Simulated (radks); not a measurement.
The numbers below are computed, except where a source is named.
Species: Re3+. Configuration: [Kr] 4d10 4f14 5s2 5p5.5 5d4.5 (fractional occupations, a model configuration). Level of theory: scalar-relativistic Kohn-Sham, PBE, spin-polarised, spherical densities, point nucleus; open shells are filled with parallel spins first (spin-orbit coupling, left out, can overturn this in heavy ions) (a radial shooting solver on a logarithmic mesh with Libxc functionals).

Unscreened Slater integrals over Kohn-Sham orbitals (cm^-1). They are taken over the spin-up orbitals. Empty in this configuration: 6s.

integral,value
"F0(5d,5d)",120050
"F2(5d,5d)",63123
"F4(5d,5d)",41933
"F0(5d,4f)",154000
"F2(5d,4f)",36421
"F4(5d,4f)",17171
"G1(5d,4f)",13544
"G3(5d,4f)",12056
"G5(5d,4f)",9461.2
"F0(5d,5p)",136720
"F2(5d,5p)",67670
"G1(5d,5p)",80716
"G3(5d,5p)",50016
"F0(5d,5s)",142230
"G2(5d,5s)",51973
"F0(5d,6s)",91333
"G2(5d,6s)",23949
"F0(4f,4f)",347730
"F2(4f,4f)",168940
"F4(4f,4f)",106760
"F6(4f,4f)",77031
"F0(4f,5p)",201940
"F2(4f,5p)",64221
"G2(4f,5p)",27516
"G4(4f,5p)",22411
"F0(4f,5s)",227100
"G3(4f,5s)",34792
"F0(4f,6s)",103920
"G3(4f,6s)",3808.8
"F0(5p,5p)",165040
"F2(5p,5p)",89234
"F0(5p,5s)",176180
"G1(5p,5s)",117670
"F0(5p,6s)",96904
"G1(5p,6s)",8749.2
"F0(5s,5s)",190700
"F0(5s,6s)",98749
"G0(5s,6s)",4962.8
"F0(6s,6s)",79371

Derived for the open shells (J is the average intra-shell exchange parameter used in DFT+U). 5p: J = F2/5 = 17850 cm^-1. 5d: Racah B = F2/49 - 5 F4/441 = 812.8 cm^-1, C = 35 F4/441 = 3328 cm^-1, C/B = 4.09, F4/F2 = 0.664, J = (F2 + F4)/14 = 7504 cm^-1.
